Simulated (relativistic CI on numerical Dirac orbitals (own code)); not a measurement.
# Au²⁺: 4f photoemission

Computed with this model: Dirac-Coulomb-Breit CI, KLI orbitals optimised for each configuration, model QED, valence Slater integrals scaled by 0.8, multiplet model of photoemission in the sudden approximation; configurations [Xe] 4f14 5d9 → [Xe] 4f13 5d9; 300 K; Lorentzian 0.35 eV and Gaussian 0.5 eV FWHM. Energies are those of the free ion, without screening or charge transfer. The energies are binding energies and can lie tens of eV above those of solids. S is read from ⟨S²⟩ = S(S + 1).

Field parameters in Wybourne normalisation: D4h B²₀ = −7Ds, B⁴₀ = 21(Dq − Dt), B⁴₄ = 21√(5/14) Dq. The field is a parameter set, without covalency.

free ion: ground-state S = 0.50, centroid 113.95 eV. Peaks (eV, height): 112.3 (100), 113.5 (15), 115.8 (53), 116.6 (46).

D4h, 10Dq = 28750, Ds = -1500, Dt = 850 cm⁻¹: ground-state S = 0.50, centroid 114.01 eV. Peaks (eV, height): 112.3 (100), 115.9 (68).

D4h, 10Dq = 28750, Ds = 1200, Dt = 850 cm⁻¹: ground-state S = 0.50, centroid 114.02 eV. Peaks (eV, height): 112.3 (100), 115.9 (68).

Strongest unbroadened transitions for D4h, 10Dq = 28750, Ds = 1200, Dt = 850 cm⁻¹:

| Energy (eV) | Relative strength |
| --- | --- |
| 112.13 | 49.5 |
| 112.14 | 98.6 |
| 112.15 | 46.7 |
| 112.18 | 49.3 |
| 112.19 | 94.0 |
| 112.25 | 50.0 |
| 112.30 | 48.8 |
| 112.36 | 100.0 |
| 112.48 | 49.6 |
| 112.49 | 50.1 |
| 112.57 | 47.2 |
| 112.86 | 93.4 |
| 115.79 | 87.6 |
| 115.82 | 46.8 |
| 115.83 | 42.7 |
| 115.93 | 89.3 |
| 116.21 | 44.8 |
| 116.40 | 53.2 |
